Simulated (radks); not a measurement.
Spherical jellium clusters: N electrons in a uniform positive sphere of charge N and radius rs N^(1/3), rs = 4.89 bohr. Calculated with a radial shooting solver with Libxc functionals: non-relativistic Kohn-Sham, PBE, spin-polarised, spherical densities. Levels are named by radial order and angular momentum (1s, 1p, 1d, 2s, ...), and open shells are averaged over m.

N = 5, configuration 1s2 1p(up 3, down 0). This is the lowest configuration that the search found. Occupied levels:

level,occupation,eigenvalue (eV),<r> (bohr)
1s up,1,-3.6348,5.968
1s down,1,-3.0946,5.267
1p up,3,-2.6463,7.013

Energy (eV): total -8.58819, kinetic 6.6483, external -95.859, Hartree 47.302, exchange-correlation -15.493, background 48.814.
